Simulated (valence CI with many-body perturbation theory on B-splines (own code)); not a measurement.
## Which ion has this spectrum?

A relativistic CI+MBPT calculation for an atom or ion with 7 electrons gives these levels (eV):

| J | Parity | E | g |
| --- | --- | --- | --- |
| 3/2 | odd | 0.0 | 1.32 |
| 3/2 | odd | 1001.7 | 1.44 |
| 5/2 | odd | 1024.5 | 1.17 |
| 1/2 | odd | 1071.3 | 0.62 |
| 5/2 | even | 1312.5 | 1.45 |
| 1/2 | even | 1408.8 | 2.01 |
| 3/2 | even | 1410.2 | 1.17 |
| 3/2 | odd | 2075.1 | 1.29 |
| 3/2 | even | 2339.5 | 1.58 |
| 5/2 | even | 2379.1 | 1.28 |
| 1/2 | even | 2436.4 | 1.36 |
| 3/2 | even | 2445.5 | 1.02 |
| 3/2 | odd | 2788.4 | 1.30 |
| 1/2 | even | 3455.7 | 1.86 |

The energies are calculated, and their last digits are not significant.

**Question.** Which is it?
A. Er61+
B. Yb63+
C. Tm62+
D. Ho60+

**Answer.** C. Tm62+, ground level (2s^2 2p1/2^2 2p3/2) J=3/2.
